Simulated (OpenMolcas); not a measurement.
## Co6+: effect of the active space

```
Program             : OpenMolcas
Method              : MS-CASPT2 or its RAS form, IPEA 0.25 Eh, imaginary shift 0.1 Eh
Basis               : ANO-RCC-VQZP
Scalar Hamiltonian  : DKH2, point nucleus
Spin-orbit coupling : state interaction with AMFI integrals over the reference wave functions, term energies averaged over their components
```

A. 3 electrons in 5 orbitals (3d); 2S+1 = 4 even, 10 roots; 2S+1 = 2 even, 40 roots; closed shells correlated: 3s 3p; CASPT2 step roughly 21 core-seconds
B. 9 electrons in 8 orbitals (RAS1 3p, at most 2 holes; RAS2 3d); 2S+1 = 4 even, 10 roots; 2S+1 = 2 even, 40 roots; closed shells correlated: 3s; CASPT2 step about 70 core-seconds
C. 3 electrons in 10 orbitals (3d 4d); 2S+1 = 4 even, 10 roots; 2S+1 = 2 even, 40 roots; closed shells correlated: 3s 3p; CASPT2 step about 7 core-minutes

Energies in cm⁻¹ above 3d³ ⁴F_3/2, the measured ground level; measured values from Sugar and Corliss, J. Phys. Chem. Ref. Data 10, 1097 (1981).

```tsv
Level	A	B	C	Measured
3d³ ⁴F_3/2	0.0	0.0	0.0	0.0
3d³ ⁴F_5/2	729	744	731	698
3d³ ⁴F_7/2	1700	1735	1707	1610
3d³ ⁴F_9/2	2870	2930	2890	2723
3d³ ⁴P_1/2	21880	21760	21940	21096
3d³ ⁴P_3/2	22090	21980	22170	21304
3d³ ⁴P_5/2	23030	22950	23130	22187
3d³ ²G_7/2	23560	23670	23740	
3d³ ²G_9/2	24510	24640	24710	
3d³ ²P_3/2 [54 %]	30150	30100	30200	
3d³ ²P_1/2	30560	30370	30510	
3d³ ²H_9/2	32980	32760	33100	
3d³ ²D_5/2(1)	33150	33380	33370	
3d³ ²D_3/2(1) [57 %]	33360	33430	33470	
3d³ ²H_11/2	33660	33440	33810	
3d³ ²F_7/2	53080	53040	53280	
3d³ ²F_5/2	53480	53450	53690	
3d³ ²D_5/2(2)	83150	82350	83350	
3d³ ²D_3/2(2)	83630	82830	83770
```

Deviations, from unrounded energies. A percentage is the sum of absolute deviations over the sum of measured energies, with the sign that they share, or ± where signs differ.

```json
{"Against measurement": "mean absolute deviation (cm-1)", "Levels": "6", "A": "450", "B": "410", "C": "490"}
{"Against measurement": "fine structure of the ground term (%)", "Levels": "3", "A": "+5.4", "B": "+7.5", "C": "+5.8"}
{"Against measurement": "other terms of the ground configuration (%)", "Levels": "3", "A": "+3.7", "B": "+3.3", "C": "+4.1"}
```

B lies closest to measurement on these levels and C furthest from it. The largest miss of B in the table is 3d³ ⁴P_5/2, by +770 cm-1. The ranking rests on the paired levels alone, and a cruder setting can come out closer through cancelling errors.

The two smallest mean deviations differ by little beside CASPT2's spread within terms, so their order carries little weight.

Among A to C the level of the table that moves most is 3d³ ²D_5/2(2), by 1000 cm-1 (lowest in B, highest in C). Moves below CASPT2's spread within the term are not significant.

CASPT2 does not keep the components of a term degenerate, so their means are used; among the terms shown or strongly mixed into the levels shown the widest spread is 1000 cm-1 (3d³ ⁴F, B). Active for correlation alone: 3p; no level in the range computed is led by a configuration that opens it, so any true level of that kind is missing (holds for B). The CASPT2 spread within a term exceeds the gap to the next term for 3d³ ²D(1) and 3d³ ²H, so the order of their levels is uncertain (holds for B; C). Active for correlation alone: 4d; no level in the range computed is led by a configuration that fills it, so any true level of that kind is missing (holds for C). Measured partners are found by configuration, term and J. A level has none where our copy of the source lacks it or the pairing is in doubt (some pairs that miss far off the trend of their configuration count as doubtful), and it then counts in no deviation. Only configurations of the active space appear.

A share in square brackets marks a mixed level and gives the weight of the term that names it, the lowest over the columns. A number in round brackets counts repeated terms of one configuration in the order of the reference energies.
